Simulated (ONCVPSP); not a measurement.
## Potentials for N compared

Generated with ld1.x 7.5 (TM, RRKJ, ultrasoft, PAW), atompaw 4.2 or ONCVPSP 4.0.1. The cutoff is in Ry: for ld1.x and atompaw files where the sum of valence levels is converged to 10 mRy in a Bessel basis, for ONCV files where the hardest occupied wave has 1 mHa per electron of residual kinetic energy. The error is the largest all-electron minus pseudo excitation energy over each file’s own four to seven test configurations (ionisations up to +4, promotions, holes and added fractions of an electron), all of which were solved. The labels leave out finer settings (local radius, basis sizes, second energies), which also bear on the numbers. Spin-polarised tests are not counted. The rows are a selection from randomly drawn settings: files with unsolved tests, undetermined cutoffs or missed reference levels are left out.

A true bound ghost makes a file unfit for plane-wave use even where its test errors are small: the radial tests pick states by their node count and pass the ghost by.

| potential | cutoff (Ry) | largest error (meV) | bound ghosts |
| --- | --- | --- | --- |
| ONCV, PBEsol, scalar-relativistic, rc 1.15/2.30/2.15 (spd), local s, core correction yes, reference 2s1 2p4, qcut 6.9/6.6/4.9, projectors 0/2/2 | 45 | +1086 | none |
| ONCV, PBE, scalar-relativistic, rc 0.95/1.65/1.45 (spd), local smoothed, core correction yes, reference 2s2 2p1.5, qcut 5.4/8/7, projectors 2/3/1 | 171 | +69 | none |
| ONCV, revPBE, scalar-relativistic, rc 0.75/1.20/1.25 (spd), local smoothed, core correction yes, reference 2s1.75 2p3.25, qcut 10.4/5.6/6.8, projectors 2/1/2 | 321 | +612 | none |
| ONCV, LDA (Perdew-Wang 92), scalar-relativistic, rc 0.90/1.15/1.15 (spd), local smoothed, core correction yes, reference 2s2 2p2, qcut 7.2/6.3/7.5, projectors 2/3/3 | 152 | +346 | p, d |
| ONCV, PBE, scalar-relativistic, rc 0.70/2.55 (sp), local smoothed, core correction no, reference 2s2 2p3, qcut 10.9/6.4, projectors 2/2 | 101 | +2803 | s |
| ONCV, PBE, scalar-relativistic, rc 0.70/2.30/2.40 (spd), local smoothed, core correction no, reference 2s2 2p2, qcut 9.6/4.9/4.7, projectors 1/2/2 | 324 | +2966 | none |
| ONCV, LDA (Perdew-Wang 92), scalar-relativistic, rc 0.90/1.35 (sp), local s, core correction yes, reference 2s1 2p4, qcut 6.3/9.1, projectors 0/2 | 128 | +87 | none |

Fill in the row for N: ONCV, LDA (Perdew-Zunger), scalar-relativistic, rc 0.70/0.65/0.65 (spd), local smoothed, core correction yes, reference 2s2, qcut 10.4/13.1/13.3, projectors 2/2/1.

cutoff 150 Ry, largest error +150 meV, bound ghosts: s.
